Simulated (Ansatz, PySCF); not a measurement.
System: GeTe, net charge -1, doublet state. 
Coordinates optimised at B3LYP-D3(BJ)/def2-TZVP (Ansatz, a quantum-chemistry and plane-wave program):
```xyz
2

Ge     0.0000     0.0000    -1.5451
Te     0.0000     0.0000     0.9508
```
Charge -1, spin multiplicity 2.

Total electronic energies in hartree. Correlated levels leave the core frozen unless marked. Open shells are spin-unrestricted. Spin-orbit coupling is left out. The frozen core is the preceding noble-gas configuration, with the filled d and f shells of earlier blocks. Past Kr the def2 sets carry scalar-relativistic core potentials. STO-3G rows are all-electron and non-relativistic. CBS marks a two-point X^-3 extrapolation of the correlation energy; Hartree-Fock from the larger set. The bracket is a focal-point correction in the basis named.

| level | program | energy (Eh) |
|---|---|---|
| HF/def2-QZVPPD | Ansatz | -2342.47600 |
| RI-HF/def2-QZVPP | Ansatz | -2342.47470 |
| BP86-D3(BJ)/def2-TZVPD | PySCF + dftd3 | -2345.50946 |
| r2SCAN-D3(BJ)/def2-TZVPD | Ansatz + dftd3 | -2345.19495 |
| B97M-V/def2-TZVPD | Ansatz | -2344.68875 |
| B3LYP/def2-TZVPD | Ansatz | -2345.23713 |
| PBE0/def2-QZVPP | Ansatz | -2344.89312 |
| PW6B95-D4/def2-TZVPD | PySCF + dftd4 | -2346.26313 |
| CAM-B3LYP/def2-TZVPD | Ansatz | -2345.21177 |
| CAM-B3LYP/def2-TZVPD | PySCF | -2345.21184 |
| RPA@PBE/def2-TZVPP | Ansatz | -2342.77748 |
| MP2/def2-TZVPP | Ansatz | -2342.63859 |
| CCSD(T)/STO-3G | Ansatz | -8598.80042 |
| RI-MP2/CBS(def2-TZVPPD,def2-QZVPPD)+[CCSD(T)-MP2]/def2-SVPD | Ansatz | -2342.7587 |
| CCSD(T)/CBS(def2-TZVPPD,def2-QZVPPD) | Ansatz | -2342.7634 |

Totals of different functionals don't rank their quality; only differences between species are comparable.
